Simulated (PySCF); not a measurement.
Species: C₆H₈BrOP.
Atom-mapped SMILES: `[CH3:1][CH2:2][c:3]1[o:4][c:5]([Br:6])[c:7]([CH3:8])[p:9]1` (hydrogens: H10, H11, H12 on C1; H13, H14 on C2; H15, H16, H17 on C8)

Method: PBE0-D3(BJ)/def2-SVP geometry optimisation, gas phase in PySCF 2.14.0; density fitting, grid level 1; the optimiser is geomeTRIC in internal coordinates, started from a GFN2-xTB structure with every atom displaced at random (about 0.01 Å).

Step 0: E = -87695.6527 eV
```
atom  x, y, z in Å  |  force x, y, z in eV/Å
C1     -2.8467   -0.3095    0.5085   -1.082   1.437  -0.650
C2     -2.0621   -0.2847   -0.7967   -0.117   1.040   0.494
C3     -0.6181   -0.1358   -0.5244    1.224  -0.156  -0.052
O4     -0.1232    1.1160   -0.2738   -2.264  -0.455  -0.524
C5      1.1462    1.0983   -0.0013    1.746   0.636   0.474
Br6     1.9035    2.7953    0.3663   -0.177  -0.440  -0.117
C7      1.7918   -0.0968    0.0034    0.056   0.093   0.049
C8      3.2474   -0.2886    0.2833   -0.976   0.232   0.028
P9      0.5960   -1.3582   -0.3816   -0.298   0.072  -0.185
H10    -3.9282   -0.3980    0.2935    0.127  -0.128   0.095
H11    -2.7302    0.6447    1.0550    0.112  -0.183  -0.025
H12    -2.5465   -1.1086    1.1460    0.386  -0.961   0.696
H13    -2.4142    0.5586   -1.4355    0.131  -0.369   0.147
H14    -2.2337   -1.2150   -1.3218    0.033  -0.470  -0.461
H15     3.4749    0.0684    1.2824    0.265   0.227   0.470
H16     3.4840   -1.3360    0.2429    0.385  -0.798  -0.107
H17     3.8426    0.2617   -0.4357    0.448   0.223  -0.333
```

**Question.** Estimate the geometry and energy of step 1. (The exact step hangs on the optimiser's Hessian estimate; all steps are aligned on step 0, rigid shifts and turns removed.)

**Answer.** E = -87695.8136 eV, largest force 0.485 eV/Å
```
atom  x, y, z in Å  |  force x, y, z in eV/Å
C1     -2.8880   -0.2226    0.4989    0.153  -0.206   0.177
C2     -2.0563   -0.3212   -0.7763    0.095  -0.268  -0.107
C3     -0.5903   -0.2071   -0.5304   -0.225   0.207   0.021
O4     -0.1903    1.0420   -0.2177    0.467   0.062   0.114
C5      1.1329    1.0849    0.0553   -0.431  -0.071   0.006
Br6     1.7852    2.7537    0.5384    0.036   0.107  -0.008
C7      1.8068   -0.0913   -0.0191   -0.017   0.031  -0.033
C8      3.2624   -0.2740    0.2517    0.072  -0.059   0.021
P9      0.6562   -1.3785   -0.4926    0.015  -0.178  -0.057
H10    -3.9597   -0.3207    0.2810   -0.065  -0.015  -0.023
H11    -2.7274    0.7442    0.9940    0.012   0.064   0.044
H12    -2.5993   -1.0206    1.2104   -0.097   0.169  -0.137
H13    -2.3552    0.4721   -1.4804   -0.003   0.014  -0.057
H14    -2.2381   -1.2857   -1.2819   -0.021   0.098   0.050
H15     3.5265    0.1044    1.2528    0.016   0.007  -0.038
H16     3.5392   -1.3382    0.2100    0.013   0.072  -0.015
H17     3.8787    0.2704   -0.4838   -0.020  -0.035   0.043
```

The energy changes by -0.1609 eV. The first-order estimate −F·Δx gives -0.3773 eV and the mean of the old and new forces, exact on a quadratic surface, -0.1647 eV. The step makes an angle of 78° with the force vector and moves no atom by more than 0.213 Å.

What follows is the cost of the whole optimisation. Hardware: an Intel Xeon Platinum 8488C with one thread, shared host with 192 logical CPUs at a one-minute load of 77. Cost: 3.2 min wall, 0.90 GiB resident at most.
